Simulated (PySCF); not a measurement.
In(H)(Cl)(OMe) (CH₄ClInO), SMILES C[O][InH][Cl].

Coordinates come from a PBE0-D3(BJ)/def2-SVP optimisation. The structure was generated by enumeration; whether it is a known compound was not checked. The def2 effective core potentials stand for the cores of In; spin–orbit coupling is left out. One conformer was computed; it need not be the lowest.

These are r2SCAN/def2-TZVP (PySCF) values and carry that method's errors.

Gas-phase values at a fixed geometry.

### Question
Estimate the frontier levels, gap, dipole moment and polarisability. (Estimate from the structure and the level; the computed values follow.)

### Answer

The highest occupied level is -6.58 eV and the lowest empty level is -2.17 eV. The orbital gap comes out as 4.41 eV and the dipole moment comes out as 3.20 D. The quadrupole, principal values (traceless, Buckingham form, about the centre of nuclear charge) is -3.52, -2.27, 5.80 D·Å and the mean static polarisability is 65.8 bohr³ (9.74 Å³). The polarisability, principal values comes out as 47.0, 64.1, 86.1 bohr³.
